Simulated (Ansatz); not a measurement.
`[NH2][Nb](=[O])([OH])[Cl]`, charge 0, multiplicity 1.

Q: Give a relaxed structure at PBE0-D4/def2-TZVP (Ansatz 0.2.0). (Estimate.)

A: Ansatz gave: 
```xyz
8

N    -0.5800    0.5302    1.1862
Nb    0.5753    0.0062   -0.2998
O     2.0591   -0.3763    0.4088
O    -0.0680   -1.5288   -1.2064
Cl    0.7660    1.7857   -1.7740
H    -1.5448    0.8199    1.0989
H    -0.2918    0.5507    2.1537
H    -0.9159   -1.7878   -1.5673
```
